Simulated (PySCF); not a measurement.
Isomers C9H13N:

A. SMILES C#C[C@@H]1CCN2CCC[C@@H]12
B. `c1cc(C(C)(C)C)ccn1`
C. `C/N=C/[C@@H]1C[C@@H]2C=C[C@H]1C2`

Spectrum 1. ¹H NMR (300 MHz, computed): δ 7.25 (d, 1H), 6.53 (m, 1H), 6.31 (m, 1H), 3.52 (s, 3H), 2.96 (m, 1H), 2.82 (m, 1H), 2.79 (m, 1H), 2.08 (m, 1H), 1.49 (m, 1H), 1.25 (m, 1H), 1.01 (m, 1H). ¹³C{¹H} NMR (computed): δ 173.9 (CH), 145.8 (CH), 142.2 (CH), 54.2 (CH2), 51.9 (CH), 50.8 (CH3), 48.9 (CH), 46.3 (CH), 31.7 (CH2).

Spectrum 2. ¹H NMR (300 MHz, computed): δ 8.92 (d, 2H), 7.37 (d, 2H), 1.34 (s, 9H). ¹³C{¹H} NMR (computed): δ 165.1 (C), 155.9 (CH), 125.3 (CH), 36.6 (C), 32.7 (CH3).

Spectrum 3. ¹H NMR (300 MHz, computed): δ 3.68 (m, 1H), 3.37 (m, 1H), 2.86 (m, 1H), 2.70 (m, 1H), 2.44 (m, 1H), 2.09 (m, 1H), 1.99 (m, 1H), 1.98 (m, 1H), 1.86 (m, 1H), 1.70 (m, 1H), 1.52 (d, 1H), 1.45 (m, 1H), 1.27 (m, 1H). ¹³C{¹H} NMR (computed): δ 91.4 (C), 75.8 (CH), 75.2 (CH), 59.4 (CH2), 57.4 (CH2), 40.0 (CH), 39.0 (CH2), 35.0 (CH2), 23.7 (CH2).

Non-relativistic, one averaged value for each set of equivalent atoms, no solvent model, one conformer. Shieldings: GIAO PBE0/pcSseg-1; geometry: GFN2-xTB; PySCF 2.14.

δ = σ(ref) − σ, references computed at the same level: ¹H, ¹³C vs TMS. Where no couplings were computed, multiplicities follow the n + 1 count of equivalent neighbours, and m marks all less simple cases (inequivalent or close neighbours, rings, F or P nearby). Shifts are as computed. Against solution values, carbons near 30 ppm lie about +3 ppm off and those near 130 ppm about +5 ppm. Of 1211 compounds with measured shifts, 218 miss one by over three times the rms of a fit or turn the order of signals round; such compounds aren't used in these exercises.

Task: Which spectrum belongs to which compound?

Result: 1–C, 2–B, 3–A.

- Spectrum 1 (C): 9 ¹³C signals; δC 145.8 is an alkene CH; δC 142.2 is an alkene CH.
- Spectrum 2 (B): 5 ¹³C signals; δC 155.9 is an aromatic CH next to a ring nitrogen; δC 36.6 is a quaternary sp3 carbon on an aromatic ring.
- Spectrum 3 (A): 9 ¹³C signals; δC 91.4 is an alkyne carbon; δC 75.8 is a terminal alkyne carbon.
